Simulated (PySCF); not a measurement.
# Vertical excitation energies

2-methylpentanal, C₆H₁₂O.
InChI=1S/C6H12O/c1-3-4-6(2)5-7/h5-6H,3-4H2,1-2H3/t6-/m1/s1

Computed with TDDFT PBE0/def2-SVPD, vertical, gas phase, core orbitals frozen in the response in PySCF. Geometry: GFN2-xTB, one conformer, isolated molecule. Torsions of this conformer, `[CH3:1][CH2:2][CH2:3][C@@H:4]([CH3:5])[CH:6]=[O:7]`: C1–C2–C3–C4 -179°, C2–C3–C4–C5 167°, C3–C4–C6–O7 -7°.

Task: What does the calculation give for the low-lying excited states?

Result: 

| state | λ (nm) | E (eV) | f | main configurations (H = HOMO, L = LUMO) |
| --- | --- | --- | --- | --- |
| S1 | 287.4 | 4.31 | 0.0002 | H→L (98%) |
| S2 | 176.4 | 7.03 | 0.019 | H→L+1 (87%) |
| S3 | 174.4 | 7.11 | 0.0055 | H-1→L (79%), H-3→L (12%) |
| S4 | 166.7 | 7.44 | 0.0001 | H-2→L (88%) |
| S5 | 165.7 | 7.48 | 0.020 | H-3→L (79%), H-1→L (9%) |
| S6 | 162.9 | 7.61 | 0.021 | H→L+2 (88%) |

Triplets (Tamm–Dancoff): T1 3.68 eV, H→L (97%); T2 6.03 eV, H-6→L (30%), H-4→L (15%), H-5→L (13%).

The lowest singlet comes at 287 nm (416 kJ/mol) in the ultraviolet; it is dark (f under 0.0005); its leading configuration is HOMO→LUMO (98%). The largest oscillator strength of a single state is 0.021. S1 has the pattern of n→π* at C=O. The oscillator strengths of these states sum to 0.067; summed over the whole spectrum of an exact calculation they would give the number of electrons, 56 (Thomas–Reiche–Kuhn). The listed states span 3.30 eV, and the widest gap between neighbours is 2.72 eV (S1 to S2). Orbital energies (eV): HOMO-3 -9.44, HOMO-2 -9.29, HOMO-1 -9.08, HOMO -7.40, LUMO -0.76, LUMO+1 0.74, LUMO+2 1.11. Only the lowest 6 singlets were computed, as vertical energies without vibronic structure.
